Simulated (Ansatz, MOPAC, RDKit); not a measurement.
Pair of molecules: CH5N (SMILES CN) (first 7 atoms) with CH4S (SMILES CS); geometry from B3LYP-D3(BJ)/def2-TZVP.
(charge 0, multiplicity 1):
```xyz
13

C      0.418     0.390     0.463
N     -0.362    -0.817     0.738
H      1.425     0.262     0.862
H     -0.035     1.233     0.987
H      0.503     0.649    -0.599
H      0.070    -1.636     0.327
H     -1.295    -0.743     0.350
C      1.169     0.094     4.283
S     -0.639    -0.089     4.129
H      1.557     0.812     3.563
H      1.366     0.465     5.287
H      1.672    -0.864     4.160
H     -0.632    -0.583     2.868
```

Counterpoise-corrected where a basis set is named; no monomer relaxation.

The state that PM6, PM7 reach isn't checked; PM7 holds dispersion and hydrogen-bond terms.

Run with Ansatz (a first-principles code) with Gaussian orbitals; MOPAC for PM6, PM7 (differences of heats of formation); RDKit for the force fields. Each number belongs to the level named beside it.

One of these levels gives -12.8 kJ/mol for the interaction energy. Which?
A) PM6
B) BHLYP/def2-TZVPPD
C) PM7
D) MMFF94

A, PM6. The others give -11.1 (MMFF94), -17.0 (PM7), -8.5 (BHLYP/def2-TZVPPD)
